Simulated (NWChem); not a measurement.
CH₂F₂O₂Si; SMILES C(O)([SiH](F)F)=O

```xyz
8

O      1.2902    -1.4347     0.0000
C      0.1358    -1.1029     0.0000
O     -0.8860    -1.9671     0.0000
Si    -0.4182     0.7308     0.0000
F      0.2329     1.4170    -1.3008
F      0.2329     1.4170     1.3008
H     -0.5092    -2.8655     0.0000
H     -1.8762     0.9597     0.0000
```
Atoms are numbered in this order, from 1.

All runs: NWChem. Medium grid unless said otherwise, to which SCAN and Minnesota functionals are sensitive. Coordinates come from a PBE0/def2-SVP optimisation. Total energies of different functionals are on different scales.

| level | energy (Ha) | highest occupied level (eV) | orbital gap (eV) | dipole (D) | relative time |
|---|---|---|---|---|---|
| PBE/def2-TZVP | -678.7252 | -6.86 | 4.34 | 2.75 | 1 |
| B3LYP/def2-TZVP | -679.2828 | -8.21 | 6.44 | 2.88 | 1 |
| M06-2X/def2-TZVP | -679.1045 | -10.00 | 9.48 | 2.96 | 1 |
| PBE0/def2-TZVP | -678.7445 | -8.43 | 6.91 | 2.90 | 1 |
| CAM-B3LYP/def2-TZVP | -679.1637 | -9.90 | 9.55 | 2.94 | 10 |
| Hartree-Fock/def2-TZVP | -676.9004 | -12.42 | 14.69 | 3.20 | 1 |

Times are rough ratios from one shared machine.
